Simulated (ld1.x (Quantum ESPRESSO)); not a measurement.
Results of a calculation; reference values are marked as such.
Pseudopotentials across the periodic table

Generated with ld1.x 7.5 (TM, RRKJ, ultrasoft, PAW), atompaw 4.2 or ONCVPSP 4.0.1. The cutoff is in Ry: for ld1.x and atompaw files where the sum of valence levels is converged to 10 mRy in a Bessel basis, for ONCV files where the hardest occupied wave has 1 mHa per electron of residual kinetic energy. The error is the largest all-electron minus pseudo excitation energy over each file’s own four to seven test configurations (ionisations up to +4, promotions, holes and added fractions of an electron), all of which were solved. The labels leave out finer settings (local radius, basis sizes, second energies), which also bear on the numbers. Spin-polarised tests are not counted. The rows are a selection from randomly drawn settings: files with unsolved tests, undetermined cutoffs or missed reference levels are left out.

| element | potential | cutoff (Ry) | largest error (meV) | bound ghosts |
| --- | --- | --- | --- | --- |
| Dy | PAW, PBE, scalar-relativistic, rc 1.80/2.05/1.85/1.30 (spdf), local smoothed, core correction yes, reference 4f9 5s2 5p6 5d0 6s0 6p0 | 110 | +108 | none |
| Tl | TM, PBE, fully relativistic, rc 2.25/2.40 (sp), local s, core correction yes, reference 6s1.75 6p1.25 | 18 | -329 | none |

Fill in the row for Fe: PAW, PBE, non-relativistic, rc 1.55/1.55/1.65 (spd), local smoothed, core correction yes, reference 3s2 3p6 3d6 4s2 4p0.

cutoff 45 Ry, largest error +17 meV, bound ghosts: none.

Fill in the row for V: TM semilocal, LDA (PZ), scalar-relativistic, rc 0.90/0.72/1.54 (spd), local d, core correction yes, reference 3s2 3p6 3d3 4s0 4p0.

cutoff 300 Ry, largest error +103 meV, bound ghosts: none.

Fill in the row for Ni: PAW, PBEsol, scalar-relativistic, rc 1.20/1.25/0.75/1.40 (spdf), local smoothed, core correction yes, reference 3s2 3p6 3d8 4s1.5 4p0.

cutoff 200 Ry, largest error -13 meV, bound ghosts: none.
